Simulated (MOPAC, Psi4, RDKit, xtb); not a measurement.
Two geometries of SMILES C(C[SiH2]N)#C, relaxed at B3LYP-D3(BJ)/def2-SVP with one dihedral held; other torsions can differ between them too.

Structure A

```
12

C     -2.1144     1.4659    -0.1973
C     -1.5555     0.3901    -0.1705
C     -0.8282    -0.8685    -0.1351
Si     0.9558    -0.6777     0.5069
N      1.6745     0.6016    -0.3936
H     -2.6224     2.4109    -0.2163
H     -1.3447    -1.6030     0.5079
H     -0.7848    -1.3156    -1.1445
H      0.9244    -0.4084     1.9777
H      1.6371    -1.9992     0.3300
H      1.1581     1.0975    -1.1107
H      2.5961     0.9869    -0.2300
```

Structure B

```
12

C     -1.8399     1.5005    -0.2291
C     -1.3792     0.3784    -0.2085
C     -0.7477    -0.9311    -0.1532
Si     1.0054    -0.7796     0.5764
N      1.8965     0.3502    -0.3798
H     -2.2752     2.4809    -0.2543
H     -1.3430    -1.6282     0.4625
H     -0.6677    -1.3667    -1.1641
H      0.8380    -0.4311     2.0228
H      1.7141    -2.0893     0.4835
H      2.9016     0.2707    -0.4858
H      1.5792     1.3101    -0.4733
```

Question: Which is lower in energy at the level DF-MP2 (frozen core)/cc-pVTZ // B3LYP-D3(BJ)/def2-SVP in Psi4, and by how much?

Answer: B is lower, by 6.48 kJ/mol (dihedral C3–Si4–N5–H11: 0° in A, -150° in B).

E(B) − E(A) in kJ/mol at the other levels, on the same two geometries: MMFF94 // B3LYP-D3(BJ)/def2-SVP (RDKit) -7.96; B3LYP/def2-TZVP // B3LYP-D3(BJ)/def2-SVP (Psi4) -5.75; B3LYP-D3(BJ)/def2-TZVP // B3LYP-D3(BJ)/def2-SVP (Psi4) -5.74; PBE/def2-TZVP // B3LYP-D3(BJ)/def2-SVP (Psi4) -6.53; PBE-D3(BJ)/def2-TZVP // B3LYP-D3(BJ)/def2-SVP (Psi4) -6.51; HF/cc-pVTZ // B3LYP-D3(BJ)/def2-SVP (Psi4) -5.33; UFF // B3LYP-D3(BJ)/def2-SVP (RDKit) -14.27; PM6, restricted, heats of formation // B3LYP-D3(BJ)/def2-SVP (MOPAC) 2.55; PM7, restricted, heats of formation // B3LYP-D3(BJ)/def2-SVP (MOPAC) -8.72; GFN1-xTB // B3LYP-D3(BJ)/def2-SVP (xtb) 2.50.
